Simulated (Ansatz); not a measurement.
Consider the cleavage of the B–Al bond: `[BH2][AlH][S]C` + `[CH3][GeH]([NH2])[F]` → `B[NH][GeH]([CH3])[F]` + `C[S][AlH2]`.

Computed with Ansatz on PBE0-D4/def2-TZVP structures; ΔE is electronic, products minus reactants. CCSD(T)/CBS is the MP2 limit (def2-TZVPP, def2-QZVPP) plus CCSD(T) − MP2 in def2-TZVPP, frozen cores. Functionals use def2-TZVPP. B3LYP here is the variant with VWN-RPA as its local correlation; programs differ in this. For Ge outer-core shells are correlated without core-valence functions, which leaves a few kJ/mol of doubt a bond. Scalar relativity is left out up to krypton. One conformer a species, not always the lowest.

`[BH2][AlH][S]C`:

Z-matrix (Å, degrees):
```
C
S 1 1.823
H 1 1.089 2 111.2
H 1 1.089 2 111.5 3 -123.0
H 1 1.089 2 107.1 3 118.5
Al 2 2.182 1 103.1 3 67.7
B 6 2.121 2 119.0 1 -0.1
H 6 1.588 2 114.7 1 -179.9
H 7 1.200 6 122.6 2 -91.2
H 7 1.200 6 122.7 2 88.0
```

`[CH3][GeH]([NH2])[F]`:

Cartesian coordinates in Å:
```
C 0.142 1.474 -0.032
Ge 0.059 -0.385 -0.549
N 0.127 -1.453 0.920
F -1.478 -0.570 -1.381
H 0.048 2.110 -0.912
H -0.677 1.703 0.651
H 1.089 1.687 0.465
H 1.106 -0.879 -1.555
H 0.122 -2.446 0.742
H -0.538 -1.241 1.650
```

`B[NH][GeH]([CH3])[F]`:

Cartesian coordinates in Å:
```
B -1.180 -1.983 0.438
N -0.338 -1.109 -0.252
Ge -0.330 0.721 -0.082
C 1.468 1.427 -0.050
F -1.051 1.358 -1.538
H -1.103 -3.162 0.243
H -1.963 -1.532 1.226
H 0.314 -1.502 -0.916
H -1.262 1.090 1.074
H 1.439 2.516 -0.038
H 2.000 1.074 0.835
H 2.007 1.102 -0.941
```

`C[S][AlH2]`:

Cartesian coordinates in Å:
```
C 1.238 -0.434 0.438
S 0.055 0.855 0.947
Al -1.554 0.607 -0.484
H 2.183 0.041 0.178
H 0.873 -0.999 -0.419
H 1.397 -1.113 1.274
H -1.396 -0.532 -1.574
H -2.796 1.576 -0.360
```

```
           level  ΔE (kJ/mol)  difference from CCSD(T)/CBS
     LDA (SPW92)       -182.9                        -12.4
          PBE-D4       -168.1                          2.4
       revPBE-D4       -166.4                          4.1
         BLYP-D4       -174.6                         -4.1
         PBE0-D4       -168.0                          2.5
        B3LYP-D4       -174.6                         -4.1
      r2SCANh-D4       -172.5                         -2.0
            BLYP       -172.8                         -2.3
          r2SCAN       -172.3                         -1.8
            PBE0       -167.7                          2.8
           B3LYP       -173.7                         -3.2
         r2SCANh       -172.5                         -2.0
       CAM-B3LYP       -178.3                         -7.8
CCSD(T)/def2-SVP       -188.2                        -17.7
    HF/CBS(def2)       -170.3                          0.2
  CCSD/CBS(def2)       -168.5                          2.0
     CCSD(T)/CBS       -170.5                            0
```

Largest T1 diagnostic among the species: 0.012.

Leaving LDA and LC-ωPBE aside and taking each functional with its dispersion term where it has one, the values, not all of them listed here, spread over 15.5 kJ/mol, from B97M-V to revPBE-D4. LDA lies −15.3 kJ/mol from PBE without D4. At CCSD(T), def2-SVP lies −17.7 kJ/mol from the extrapolated value and def2-TZVPP −2.3 kJ/mol.
